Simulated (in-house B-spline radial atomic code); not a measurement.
Values are calculated unless marked as measured or tabulated.
**Building a PAW s channel for N, r_c = 1.05 bohr**

N, [He] 2s2 2p3, non-relativistic LDA (VWN5), spherical and spin-unpolarised, from a B-spline radial code for spherical atoms (atomic units; all potentials screened as in the neutral atom).

Two all-electron partial waves φ1, φ2 are integrated outwards at E1 = ε(2s) = -0.676151 and E2 = E1 + 1.5 hartree; φ1 is the bound orbital and φ2 has unit norm inside r_c = 1.0487 bohr. Smooth partners are polynomials, r^1(a0 + a1 r² + a2 r⁴ + a3 r⁶), matched to φ and three derivatives at r_c, with no condition on the norm. The local potential is -8.98201 + (16.5725) r² + (-14.1193) r⁴ + (4.62209) r⁶ inside 0.8586 bohr and the all-electron one outside.

| wave | φ(r_c) | φ'(r_c) | a0 | a1 | a2 | a3 |
| --- | --- | --- | --- | --- | --- | --- |
| 1 | 0.8886567 | -0.06403295 | 1.288053 | -0.2904908 | -0.1879466 | 0.07978566 |
| 2 | 1.083915 | -2.095818 | 2.871038 | -1.765399 | -0.05348698 | 0.1268471 |

Inside r_c the overlaps are <φi φj> = [[0.36402, 0.59769], [0.59769, 1.00000]] and, for the smooth waves, [[0.41684, 0.71194], [0.71194, 1.24554]]. With χj = (Ej − T − V_local) applied to smooth wave j, the program's quadrature gives the matrix B_ij = <smooth i, χj> as [[0.75348, 1.64855], [1.47716, 3.24090]].

(1) Check the match of the first wave, and find the augmentation charges q_ij.

(2) B isn't symmetric. Show that D_ij = B_ij + Ej q_ij is.

Solving (T + V_local + Σ p D p) ψ = E (1 + Σ p q p) ψ in a sphere of 9 bohr gives these levels:

```tsv
all-electron	one projector	two projectors
-0.676151	-0.676151	-0.676151
0.026094	0.025902	0.026094
0.275739	0.275091	0.275739
0.682270	0.680253	0.682270
1.232460	1.227040	1.232460
```

(3) What does the second projector gain?

## Answers

(1) At r_c the four terms are 1.35078, -0.33503, -0.23839, 0.11130, which sum to 0.8887, φ1(r_c) to rounding. q_ij is the all-electron overlap less the smooth one: [[-0.05282, -0.11425], [-0.11425, -0.24554]]. The smooth first wave has a norm of 0.4168 inside r_c against 0.3640, so q11 is negative and must stay small enough for the overlap operator to be positive.

(2) Integrating by parts gives B12 − B21 = (E1 − E2) q12: 1.64855 − (1.47716) = 0.17139, and −1.5 × (-0.11425) = 0.17138. So D12 = 1.64855 + (0.823849)(-0.11425) = 1.55442 and D21 = 1.47716 + (-0.676151)(-0.11425) = 1.55441; D11 = 0.78920, D22 = 3.03861. The projectors, p = (B⁻¹)ᵀ χ, are dual to the smooth waves; det B = 0.0068, small beside B11 B22, as the two smooth waves look alike inside r_c.

(3) With one projector the errors are 0.00, -0.19, -0.65, -2.02, -5.42 millihartree. With two the errors are 0.00, 0.00, 0.00, 0.00, 0.00 millihartree. The scattering is exact at E1 and at E2 = 0.824, and over all levels compared the largest error is under 0.01 millihartree. The lowest eigenvalue of the overlap operator is 0.741 with one and 0.2598 with two projectors. The smooth orbital alone needs a cutoff of 14.6 hartree for 1 millihartree of kinetic energy, against 43.1 for a norm-conserving Troullier-Martins orbital of the same radius; part of the gain comes from giving up the norm, part from the simpler form.
